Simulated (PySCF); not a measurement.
Polarisability and C₆ of Pd⁺ (palladium, charge +1)

[Kr] 4d8 5s1, high-spin 4F determinant (an excited configuration). Computed with PySCF 2.14 in aug-cc-pVTZ-PP with ECP28MDF, with a scalar-relativistic core potential. Coupled (time-dependent) response in atomic units; α is the mean over directions.

| method | mean α (bohr³) | C₆ (like pair) | S(−4) |
| --- | --- | --- | --- |
| BLYP | 24.53 | 159.4 | 361.0 |

S(−4) is the Cauchy moment in α(ω) = α(0) + S(−4) ω² + …

Spin-orbit coupling is absent.

α(iu) at BLYP:

```json
{"u (hartree)": "0", "α(iu) (bohr³)": "24.53"}
{"u (hartree)": "0.0500", "α(iu) (bohr³)": "23.67"}
{"u (hartree)": "0.100", "α(iu) (bohr³)": "21.53"}
{"u (hartree)": "0.200", "α(iu) (bohr³)": "16.49"}
{"u (hartree)": "0.300", "α(iu) (bohr³)": "12.70"}
{"u (hartree)": "0.500", "α(iu) (bohr³)": "8.465"}
{"u (hartree)": "0.750", "α(iu) (bohr³)": "5.925"}
{"u (hartree)": "1.00", "α(iu) (bohr³)": "4.500"}
{"u (hartree)": "1.50", "α(iu) (bohr³)": "2.908"}
{"u (hartree)": "2.00", "α(iu) (bohr³)": "2.043"}
{"u (hartree)": "3.00", "α(iu) (bohr³)": "1.160"}
{"u (hartree)": "5.00", "α(iu) (bohr³)": "0.5081"}
```

A single London oscillator, α(iu) = α/(1 + u²/ω²), gives C₆ = (3/4) ω α². Matching the computed C₆ needs ω = 4 × 159.4 / (3 × 24.53²) = 0.353 hartree.

For an ion, C₆ is the dispersion term alone; charge-induced terms of lower order in 1/R come first.

Energies and moments cover only the electrons outside the core potential.
